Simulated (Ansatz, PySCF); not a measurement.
N-methyl thienopyrroledione (C7H5NO2S), SMILES c1c2c(cs1)C(N(C)C2=O)=O. Atoms are numbered in the order given.

```xyz
16

C     -3.1771    -0.0066     0.0000
N     -1.7280    -0.0016     0.0000
C     -0.9609     0.0011     1.1834
O     -1.4191     0.0097     2.3047
C      0.4501    -0.0014     0.7120
C      1.7041    -0.0009     1.2608
S      2.8970    -0.0014     0.0000
C      1.7041    -0.0009    -1.2608
C      0.4500    -0.0015    -0.7120
C     -0.9609     0.0011    -1.1834
O     -1.4191     0.0096    -2.3047
H     -3.5265     0.5079    -0.9044
H     -3.5265     0.5075     0.9046
H     -3.5691    -1.0363    -0.0002
H      2.0024     0.0000     2.3077
H      2.0024    -0.0001    -2.3077
```
Charge 0, spin multiplicity 1.

Coordinates come from a TPSSh-D3(BJ)/def2-SVP optimisation.

Two levels are set side by side: PBE-D3(BJ)/def2-SVP (Ansatz, a first-principles code) and TPSSh-D3(BJ)/def2-SVP (PySCF). Each level has its own optimised geometry; the coordinates shown are those of the second. Differences are taken from unrounded values.

| quantity | TPSSh-D3(BJ) |
|---|---|
| mean bond length (Å) | 1.340 |
| bond C1–N2 (Å) | 1.449 |
| bond N2–C3 (Å) | 1.410 |
| bond N2–C10 (Å) | 1.410 |
| bond C3–O4 (Å) | 1.211 |
| bond C3–C5 (Å) | 1.488 |
| bond C5–C6 (Å) | 1.369 |
| bond C5–C9 (Å) | 1.424 |
| bond C6–S7 (Å) | 1.736 |
| bond S7–C8 (Å) | 1.736 |
| bond C8–C9 (Å) | 1.369 |
| bond C9–C10 (Å) | 1.488 |
| bond C10–O11 (Å) | 1.211 |
| bond C1–H12 (Å) | 1.098 |
| bond C1–H13 (Å) | 1.098 |
| bond C1–H14 (Å) | 1.102 |
| bond C6–H15 (Å) | 1.089 |

Task: What does PBE-D3(BJ) give, and how far is it from TPSSh-D3(BJ)? (An estimate is asked for; the answer gives what the named calculation found.)

Result: 
```csv
quantity,PBE-D3(BJ),PBE-D3(BJ) minus TPSSh-D3(BJ)
mean bond length (Å),1.346,0.006
bond C1–N2 (Å),1.446,-0.003
bond N2–C3 (Å),1.418,0.007
bond N2–C10 (Å),1.418,0.007
bond C3–O4 (Å),1.218,0.007
bond C3–C5 (Å),1.491,0.004
bond C5–C6 (Å),1.376,0.007
bond C5–C9 (Å),1.428,0.004
bond C6–S7 (Å),1.741,0.006
bond S7–C8 (Å),1.741,0.006
bond C8–C9 (Å),1.376,0.007
bond C9–C10 (Å),1.491,0.004
bond C10–O11 (Å),1.218,0.007
bond C1–H12 (Å),1.106,0.008
bond C1–H13 (Å),1.106,0.009
bond C1–H14 (Å),1.111,0.009
bond C6–H15 (Å),1.097,0.008
```

Exact exchange shortens and stiffens bonds; PBE has none. Differences between two approximate levels are no errors against the true value.
